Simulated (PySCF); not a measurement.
Si(H)2(Br)(vinyl) (C2H5BrSi), SMILES C=C[SiH2]Br. Atoms are numbered in the order given.

```xyz
9

Si     0.0028    -0.8453     0.6285
Br    -0.9958     0.6809    -0.6920
C      1.8451    -0.7986     0.3649
C      2.7058    -0.4707     1.3389
H     -0.3083    -0.5150     2.0447
H     -0.5778    -2.1639     0.2588
H      2.2404    -1.0475    -0.6284
H      3.7893    -0.4514     1.1764
H      2.3660    -0.2046     2.3464
```
Charge 0, spin multiplicity 1.

Coordinates come from a B3LYP-D3(BJ)/def2-SVP optimisation. One conformer was computed; it need not be the lowest.

These are PBE/pcSseg-1 run with PySCF values and carry that method's errors.

GIAO shieldings, no solvent; atoms listed in one row are averaged. δ = σ(ref) − σ: ²⁹Si against TMS (σ = 335.4 ppm); ¹³C against TMS (σ = 182.0 ppm); ¹H against TMS (σ = 31.49 ppm), references at their B3LYP-D3(BJ)/def2-TZVP geometries, non-relativistic (without spin–orbit terms, shifts of atoms bonded to Cl or Br come out too high).

```tsv
nucleus	atoms	count	δ (ppm)
²⁹Si	Si1	1	-8.8
¹³C	C4	1	146.3
¹³C	C3	1	143.6
¹H	H7	1	6.78
¹H	H8	1	6.68
¹H	H9	1	6.60
¹H	H6	1	5.89
¹H	H5	1	5.53
```
